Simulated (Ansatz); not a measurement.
```xyz
5

C     0.0023   -0.0086    0.0045
F     0.7646    0.7515    0.7628
F     0.7625   -0.7613   -0.7502
F    -0.7524    0.7538   -0.7559
F    -0.7511   -0.7644    0.7573
```

Basis set: STO-3G (spherical functions). Left uncorrelated: 5 orbitals. Charge 0, multiplicity 1.

Computed with Ansatz (development build ahead of 0.2.0); each method stands on the lowest determinant of its kind that the runs found. Restricted open shells among the atoms or ions are ROHF, correlated in semicanonical orbitals with singles.

The atomization energy at this shape (free ground-state atoms in the same class of orbitals less the molecule, no zero-point energy) of singlet CF₄:

| method | atomization energy |
| --- | --- |
| RHF-MP2 | 14.12 eV |

Q: What does RHF give?

A: 11.46 eV.

This basis has no polarisation functions and is too small for such energies, which can lie far from measured ones in either direction.
